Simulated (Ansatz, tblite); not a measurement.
Removing an electron: B5N4H16⁻, a cluster cut from zinc blende BN (hydrogen-capped). Total charge -1; singlet. Geometry: r2SCAN-D4/def2-SVP. Ansatz, gas phase; energy differences of separate SCF runs; the oxidised species was run as a doublet alone.

```tsv
atom	x (Å)	y (Å)	z (Å)
N1	-1.143	-0.666	0.525
N2	-0.559	0.577	-1.641
N3	0.393	1.241	1.281
N4	1.259	-0.606	-0.273
B5	-0.916	0.397	1.657
B6	-1.733	-0.166	-0.841
B7	0.143	-1.580	0.311
B8	0.891	-0.103	-1.714
B9	1.705	0.466	0.783
H10	-1.854	-1.296	0.899
H11	-0.471	1.540	-1.312
H12	-0.882	0.677	-2.604
H13	0.660	1.756	2.120
H14	0.150	1.974	0.612
H15	2.080	-1.197	-0.406
H16	-1.864	1.191	1.741
H17	-0.690	-0.155	2.734
H18	-2.649	0.651	-0.676
H19	-2.093	-1.118	-1.533
H20	-0.106	-2.470	-0.505
H21	0.514	-2.042	1.393
H22	0.805	-1.051	-2.496
H23	1.688	0.753	-2.121
H24	2.197	-0.078	1.773
H25	2.474	1.304	0.293
```

The xTB rows come from tblite.

| level | −HOMO (eV) | vertical IE (eV) | −LUMO (eV) | HOMO–LUMO gap (eV) |
| --- | --- | --- | --- | --- |
| GFN1-xTB | 6.12 | 8.73 | -0.45 | 6.57 |
| GFN2-xTB | 5.44 | 7.94 | -3.93 | 9.38 |
| HF/def2-TZVP | 6.27 | 4.84 | -6.38 | 12.65 |

(1) Estimate the rows for PBE-D4/def2-TZVP, PBE0-D4/def2-TZVP.

## Answers

(1) 
```csv
level,−HOMO (eV),vertical IE (eV),−LUMO (eV),HOMO–LUMO gap (eV)
PBE-D4/def2-TZVP,1.71,4.25,-2.91,4.61
PBE0-D4/def2-TZVP,2.99,4.83,-3.75,6.74
```

Relaxing the oxidised species (r2SCAN-D4/def2-SVP) changes its energy by -0.48 eV at PBE-D4/def2-TZVP, so the adiabatic ionisation energy to this nearest minimum is 3.76 eV. At PBE0-D4/def2-TZVP it is 4.00 eV.   Raw xTB energy differences between charge states are shifted by several eV; the methods need an empirical correction for them.
